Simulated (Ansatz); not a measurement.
Program: Ansatz. Geometries: PBE0-D4/def2-TZVP. ΔE: electronic, gas phase. CBS: MP2 limit from def2 TZ/QZ plus the TZ coupled-cluster correction, frozen cores. DFT in def2-TZVPP. For Se outer-core shells are correlated without core-valence functions, which leaves a few kJ/mol of doubt a bond. Scalar relativity is left out up to krypton. One conformer a species, not always the lowest.

Reaction (ligand exchange at the Si–C bond): `N[SiH2]C=[Se]` + H₂Se → `N[SiH2][SeH]` + `C=[Se]`

`N[SiH2]C=[Se]`:

Z-matrix (Å, degrees):
```
Si
C 1 1.874
N 1 1.701 2 107.6
H 1 1.494 2 106.4 3 124.4
H 1 1.490 2 108.0 3 -121.9
Se 2 1.755 1 124.2 3 -7.1
H 2 1.091 1 118.4 3 173.8
H 3 1.005 1 123.7 2 167.6
H 3 1.009 1 118.0 2 14.8
```

H₂Se:

Z-matrix (Å, degrees):
```
Se
H 1 1.467
H 1 1.467 2 91.2
```

`N[SiH2][SeH]`:

```xyz
8

N    -0.762    1.105   -0.203
Si    0.318   -0.179   -0.541
Se    0.258   -2.018    0.826
H    -1.756    0.937   -0.178
H    -0.499    1.804    0.472
H     1.678    0.408   -0.508
H    -0.009   -0.774   -1.858
H     0.772   -1.283    1.990
```

`C=[Se]`:

Cartesian coordinates in Å:
```
C -0.147 0.000 -0.023
Se 1.573 0.005 0.243
H -0.799 -0.724 0.461
H -0.627 0.719 -0.681
```

| level | ΔE (eV) |
| --- | --- |
| r2SCAN-D4 | -0.61 |
| PBE0-D4 | -0.63 |
| ωB97X-V | -0.62 |
| ωB97M-V | -0.61 |
| r2SCAN | -0.62 |
| MP2/def2-TZVPP | -0.63 |
| SCS-MP2/def2-TZVPP | -0.62 |
| MP2/CBS(def2) | -0.65 |

(1) What does CCSD(T)/CBS give? (An estimate is asked.)

Largest T1 diagnostic among the species: 0.015.

Results:

(1) Ansatz gave: -0.63 eV. The listed levels differ from it by 0.02, 0.00, 0.01, 0.02, 0.01, 0.00, 0.01, -0.02 eV.

The D4 term adds +0.04 eV with B3LYP and +0.02 eV with PBE0; it sums over pairs of atoms, weighted by their polarisabilities, and B3LYP, whose exchange is more repulsive, gets the larger term. In def2-TZVPP, CCSD(T) changes the Hartree–Fock value by +0.08 eV (the triples alone add +0.01 eV) and MP2 by +0.06 eV.

B3LYP here is the variant with VWN-RPA as its local correlation; programs differ in this.
